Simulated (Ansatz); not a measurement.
Reaction (atomization): `C[S][SnH2][CH3]` → 2 C• + 8 H• + S• + Sn•

Program: Ansatz. Geometries: PBE0-D4/def2-TZVP. ΔE: electronic, gas phase. CBS: MP2 limit from def2 TZ/QZ plus the TZ coupled-cluster correction, frozen cores. This one scheme is used for every species, atoms too. DFT in def2-TZVPP. B3LYP here is the variant with VWN-RPA as its local correlation; programs differ in this. HSE06 is defined as in plane-wave codes. Open shells (•) are unrestricted, without spin–orbit coupling. Spin–orbit coupling would lower the free atoms: a little for C, S; strongly for Sn. def2 core potentials past Kr. Bonds to Sn are less sure, by a few kJ/mol each and by 10 to 20 or more in all where they break to atoms, as the def2 sets lack core-valence functions. One conformer a species, not always the lowest.

```tsv
level	ΔE (eV)	difference from CCSD(T)/CBS
LDA (SPW92)	45.88	5.06
PBE-D4	40.94	0.12
revPBE-D4	40.12	-0.70
BLYP-D4	40.21	-0.61
B97M-V	41.03	0.21
PBE0-D4	40.58	-0.24
r2SCANh-D4	40.49	-0.33
r2SCAN0-D4	40.27	-0.55
HSE06-D4	40.59	-0.23
BHLYP-D4	39.76	-1.06
CAM-B3LYP-D4	40.65	-0.17
ωB97X-V	40.84	0.02
ωB97M-V	40.71	-0.11
B2PLYP	40.02	-0.80
PBE-QIDH	40.33	-0.49
PBE	40.67	-0.15
revPBE	39.39	-1.43
BLYP	39.64	-1.18
r2SCAN	40.57	-0.25
PBE0	40.35	-0.47
B3LYP	40.09	-0.73
r2SCANh	40.42	-0.40
r2SCAN0	40.20	-0.62
HSE06	40.37	-0.45
BHLYP	39.40	-1.42
CAM-B3LYP	40.41	-0.41
LC-ωPBE	40.23	-0.59
HF/def2-SVP	29.89	-10.93
CCSD(T)/def2-SVP	38.23	-2.59
HF/def2-TZVPP	29.94	-10.88
MP2/def2-TZVPP	39.71	-1.11
SCS-MP2/def2-TZVPP	39.81	-1.01
CCSD/def2-TZVPP	39.27	-1.55
CCSD(T)/def2-TZVPP	39.79	-1.03
HF/def2-QZVPP	29.99	-10.83
MP2/def2-QZVPP	40.32	-0.50
SCS-MP2/def2-QZVPP	40.50	-0.32
HF/CBS(def2)	30.00	-10.82
MP2/CBS(def2)	40.74	-0.08
CCSD/CBS(def2)	40.30	-0.52
CCSD(T)/CBS	40.82	0
```

Largest T1 diagnostic among the species: 0.011.

Leaving LDA and LC-ωPBE aside and taking each functional with its dispersion term where it has one, the values spread over 1.26 eV, from BHLYP-D4 to B97M-V. LDA lies +5.20 eV from PBE without D4, its usual overbinding. From r2SCAN to r2SCAN0 (25 % exact exchange), in def2-TZVPP and without D4, ΔE moves by −0.38 eV: exact exchange takes away binding that semilocal exchange gives to molecules. At CCSD(T), def2-SVP lies −2.59 eV from the extrapolated value and def2-TZVPP −1.03 eV: correlation converges slowly with the basis, and small sets miss more of it in the bonded molecule than in its fragments.

For atomizations the MP2-based limit and the directly extrapolated one differ by several kJ/mol either way, and by 10 to 25 for some Ge, Se and Sn compounds, so smaller differences from it don't rank the levels.
